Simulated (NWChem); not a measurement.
System: ZnH cation; SMILES [ZnH+]

The following NWChem deck was run.

```
start job
memory heap 200 mb stack 900 mb global 1100 mb
charge 1
geometry units angstroms noautosym nocenter noautoz
  Zn     0.000000     0.000000     0.062836
  H      0.000000     0.000000    -1.471302
end
basis spherical
  * library 6-31g*
end
dft
  xc hfexch
  iterations 150
end
property
  shielding
end
task dft property
```

The geometry was optimised at PBE0/def2-SVP.

GIAO values for the isolated, static molecule; σ is the absolute isotropic shielding, δ = σ(reference) − σ with the isolated reference molecule computed at the same levels (1H: tetramethylsilane).

Atoms are numbered as in the input.

**Question.** Predict the main results of this run. (Hartree-Fock/6-31G* (spherical d), GIAO.) Quantities: σ Zn1 (ppm); δ H2 (ppm).

**Answer.** 
```yaml
"σ Zn1 (ppm)": 2389.5
"δ H2 (ppm)": 7.45
```
